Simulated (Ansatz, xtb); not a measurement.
Relative energy of two structures of Cl3GaH5NSi

Structure X: `[NH3+][Ga-]([Cl])([Cl])[SiH2]Cl`, a singlet. Structure Y: a singlet given by its coordinates. Both are isolated molecules in the gas phase, relaxed with PBE0-D4/def2-SVP; the shapes shown needn't be the lowest conformers.

X (Å):

```yaml
atoms:
  - { symbol: Cl, position_ang: [1.4563, -0.8511, 1.8256] }
  - { symbol: Cl, position_ang: [1.8570, 2.7877, 1.9255] }
  - { symbol: Cl, position_ang: [-0.9542, 1.3521, -2.0475] }
  - { symbol: Ga, position_ang: [0.8945, 1.0774, 0.9645] }
  - { symbol: N, position_ang: [2.0785, 0.9932, -0.7448] }
  - { symbol: Si, position_ang: [-1.3074, 1.3438, 0.0432] }
  - { symbol: H, position_ang: [2.7589, 1.7545, -0.7274] }
  - { symbol: H, position_ang: [2.5812, 0.1046, -0.7678] }
  - { symbol: H, position_ang: [1.5006, 1.0756, -1.5876] }
  - { symbol: H, position_ang: [-2.2577, 0.2228, 0.2978] }
  - { symbol: H, position_ang: [-1.9897, 2.6335, 0.3529] }
```

Y (Å):

```xyz
11

Cl   -1.1352   -0.0848   -4.1424
Cl    1.7032    1.5426   -2.7516
Cl    1.2701   -2.1007   -2.1481
Ga    0.3194   -0.1940   -2.4394
N    -1.3060    2.4070   -2.1655
Si   -1.1109    0.9796   -0.8949
H    -0.3449    2.7179   -2.3954
H    -1.6539    1.9679   -3.0369
H    -1.8893    3.2050   -1.9080
H    -2.5476    0.6436   -0.6569
H    -0.6201    1.7490    0.2888
```

Close contacts (Å): Cl1–Ga4 2.24, Cl2–Ga4 2.24, Cl3–Ga4 2.15, Ga4–Si6 2.41, N5–Si6 1.92, N5–H7 1.04, N5–H8 1.04, N5–H9 1.02, Si6–H10 1.49, Si6–H11 1.49.

Q: Which of the two would you expect CCSD(T)/def2-SVP + ΔMP2/def2-TZVPP electronic energies to favour?

A: Structure X; the calculation gives E(Y) − E(X) = +8.3 kcal/mol.

The same difference at several levels:

```tsv
level	geometry	E(Y) − E(X) (kcal/mol)	departure from the last row (kcal/mol)	job, with rough time for the two
PBE0-D4/def2-SVP	PBE0-D4/def2-SVP	+6.4	−2.0	optimisation, 1.8 min
HF/def2-SVP	PBE0-D4/def2-SVP	+9.7	+1.4	part of the CCSD(T) run
MP2/def2-SVP	PBE0-D4/def2-SVP	+6.6	−1.7	part of the CCSD(T) run
CCSD(T)/def2-SVP	PBE0-D4/def2-SVP	+6.8	−1.5	single point
CCSD(T)/def2-SVP + ΔMP2/def2-TZVPP	PBE0-D4/def2-SVP	+8.3		single point, 61 s
```

The levels shown agree on the order. The largest departure from CCSD(T)/def2-SVP + ΔMP2/def2-TZVPP is that of PBE0-D4/def2-SVP, 2.0 kcal/mol. A small imaginary or near-zero mode remains, so no thermal terms are given. Levels run at GFN2-xTB geometries aren't shown. The last row adds to CCSD(T) the change of the MP2 difference between the two basis sets, here +1.5 kcal/mol.

The correlated steps freeze 30 core orbitals; the filled d shell of Ga is correlated, in a basis made for valence electrons. Programs: Ansatz 0.2.0, xtb 6.7.1; the last row on 2 threads of Intel(R) Xeon(R) 6975P-C (Granite Rapids) on a shared host.
